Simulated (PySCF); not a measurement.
## Radial density of Ni²⁺ (nickel, charge +2)

UHF, [Ar] 3d8, high-spin 3F determinant. Calculation: PySCF 2.14, in x2c-QZVPPall; the spin-free X2C one-electron Hamiltonian (Gaussian nucleus).

```csv
r (bohr),4πr²ρ (e/bohr),4πr²(ρα − ρβ)
0.00102,0.2732,0.0000
0.00172,0.6925,0.0000
0.00289,1.716,-0.0001
0.00486,4.086,-0.0002
0.00818,9.077,-0.0004
0.0138,17.91,-0.0008
0.0231,28.94,-0.0013
0.0389,34.01,-0.0014
0.0655,28.17,0.0006
0.110,30.21,0.0253
0.185,38.09,0.2148
0.312,19.97,0.9486
0.524,19.06,2.0500
0.882,15.40,1.7581
1.48,3.345,0.5272
2.49,0.2626,0.0403
4.20,0.003853,0.0001
```

Densities and radii are taken from the X2C orbitals without a picture-change correction, which distorts them close to the nucleus.
